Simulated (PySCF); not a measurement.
**Excitation energy of Pd²⁺ by level of theory**

Pd²⁺ [Kr] 4d8 (3F) → Pd²⁺ [Kr] 4d7 5p1 (high-spin determinant), as a difference of total energies. Calculation: PySCF 2.14, in x2c-QZVPPall with one added diffuse shell each of s, p, d, f, g type (14s9p8d5f3g, 143 functions); the spin-free X2C one-electron Hamiltonian (Gaussian nucleus). Correlated levels: valence: [Kr] frozen; valence and next inner shell: [Ar] 3d10 frozen. The calculations carry no spin-orbit coupling.

| method | excitation energy (cm⁻¹) |
| --- | --- |
| UHF | 99644 |
| LDA | 106080 |
| PBE | 104780 |
| PBE0 | 105480 |
| r2SCAN | 105470 |
| MP2 (valence) | 107790 |
| SCS-MP2 (valence) | 109860 |
| MP2 (valence and next inner shell) | 106830 |
| SCS-MP2 (valence and next inner shell) | 107740 |

A first-order spin-orbit estimate (lowest level to lowest level, LS coupling) adds 0.100 eV.

The determinant of the upper state mixes LS terms, which raises its energy above the lowest term, most at the Hartree-Fock and MP2 levels.
